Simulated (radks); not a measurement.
The numbers below are computed, except where a source is named.
Effect of the nuclear size on the tantalum ion Ta3+, [Xe] 4f14 5d2. Code: a radial shooting solver on a logarithmic mesh with Libxc functionals. Model: Dirac Kohn-Sham, PBE, spin-unpolarised, spherical densities, finite nucleus; open shells are shared between the two j in proportion to 2j + 1; Fermi nuclear charge, rms radius 5.3507 fm. The rms radius is varied about that value; shifts are against it.

rms radius (fm)  total energy shift (eV)  density at nucleus (e/bohr^3)  1s1/2 shift (meV)  2s1/2 shift (meV)  5s1/2 shift (meV)  5p1/2 shift (meV)  5d5/2 shift (meV)  6s1/2 (empty) shift (meV)
4.4518                             -16.6                      1.396e+06              -6750               -943              -8.68              0.103              0.179                      -1.40
4.9601                             -7.48                      1.346e+06              -3040               -424              -3.90              0.046              0.080                     -0.630
5.3507                                 0                      1.313e+06              0.000              0.000              0.000              0.000              0.000                      0.000
5.5273                              3.50                      1.298e+06               1420                199               1.83             -0.021             -0.038                      0.295
5.9714                              12.6                      1.265e+06               5130                717               6.59             -0.077             -0.136                       1.07

Slopes of the eigenvalues against <r^2> in GHz/fm^2, as finite differences over the two radii next to the reference (eigenvalue slopes, not the field-shift constants of lines): 1s1/2 181000, 2s1/2 25300, 5s1/2 233, 5p1/2 -2.74, 5d5/2 -4.79, 6s1/2 (empty) 37.6.
